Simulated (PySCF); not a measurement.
**GaB⁺: energy against distance**

Set-up: Ga cc-pVTZ-PP with ECP10, B cc-pVTZ; scalar-relativistic core potentials (PySCF 2.14). Energies in eV from Ga⁺ + B in their ground configurations at the same level. State: ²Σ⁺ (doublet), unpaired electrons σ ↑.

All columns are r²SCAN. A positive dipole points towards B; it is taken about the centre of mass and depends on that origin.

```tsv
R (Å)	E (eV)	μ (D)	Mulliken charge on Ga (basis-dependent)	HOMO (eV)	LUMO (eV)	Mayer bond order	⟨S²⟩
2.411	-0.771	2.67	0.75	-11.26	-10.05	0.55	0.76
2.523	-0.863	2.64	0.75	-11.16	-9.80	0.50	0.76
2.635	-0.912	2.59	0.76	-11.06	-9.58	0.47	0.76
2.719	-0.928	2.54	0.76	-10.97	-9.43	0.45	0.76
2.803	-0.932	2.50	0.76	-10.88	-9.29	0.43	0.76
2.887	-0.925	2.45	0.76	-10.79	-9.15	0.41	0.76
2.999	-0.904	2.38	0.76	-10.66	-8.99	0.40	0.76
3.139	-0.866	2.30	0.76	-10.49	-8.80	0.39	0.76
3.308	-0.810	2.22	0.76	-10.29	-8.61	0.38	0.76
3.532	-0.728	2.11	0.77	-10.03	-8.38	0.36	0.76
```

A fit through these points gives, at Re = 2.785 Å, μ = 2.51 D and dμ/dR = -0.571 D/Å; the reduced mass is 9.493 u.

**Question.** How strong is the fundamental in the double-harmonic approximation, I = 42.26·(dμ/dR)²/μred km/mol?

**Answer.** I = 42.26·(-0.571)²/9.493 = 1.45 km/mol at r²SCAN.

Spin–orbit coupling is left out. For an ion De counts to the pair picked by the measured ionisation energies or electron affinities, which need not be the lowest pair at this level. The state is the lowest determinant that a PBE0 search found; another state may lie lower at other levels.
